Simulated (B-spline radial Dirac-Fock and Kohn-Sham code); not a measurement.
**Total conversion coefficients at 500 keV, Ne to Ga**

Model: a Dirac-Hartree-Slater potential of the neutral atom with a Latter tail (no hole, which puts coefficients of high multipoles low close above an edge), finite nucleus with surface currents. Program: a radial finite-basis atomic code. Subshells within 1 keV of threshold and pair formation are left out.

```tsv
Z	element	E4	E5	M1	M2	M4
10	Ne	0.000940	0.00285	3.10e-05	9.60e-05	0.000877
12	Mg	0.00157	0.00474	5.51e-05	0.000171	0.00156
13	Al	0.00196	0.00590	7.11e-05	0.000221	0.00201
14	Si	0.00241	0.00722	9.00e-05	0.000281	0.00255
15	P	0.00291	0.00868	0.000112	0.000350	0.00318
16	S	0.00346	0.0103	0.000138	0.000432	0.00391
17	Cl	0.00407	0.0121	0.000167	0.000526	0.00475
18	Ar	0.00474	0.0140	0.000201	0.000633	0.00572
19	K	0.00546	0.0161	0.000240	0.000757	0.00683
20	Ca	0.00625	0.0184	0.000284	0.000897	0.00808
21	Sc	0.00709	0.0208	0.000334	0.00106	0.00949
22	Ti	0.00799	0.0233	0.000389	0.00123	0.0111
23	V	0.00895	0.0260	0.000451	0.00143	0.0128
24	Cr	0.00996	0.0289	0.000519	0.00165	0.0148
25	Mn	0.0110	0.0319	0.000596	0.00190	0.0170
26	Fe	0.0122	0.0351	0.000681	0.00218	0.0194
27	Co	0.0134	0.0384	0.000775	0.00248	0.0221
28	Ni	0.0146	0.0419	0.000878	0.00282	0.0250
29	Cu	0.0159	0.0455	0.000991	0.00318	0.0282
30	Zn	0.0173	0.0492	0.00112	0.00359	0.0317
31	Ga	0.0187	0.0532	0.00125	0.00404	0.0356
```

Values without a named source are computed, but for edge energies of neutral atoms, which are taken from tables.
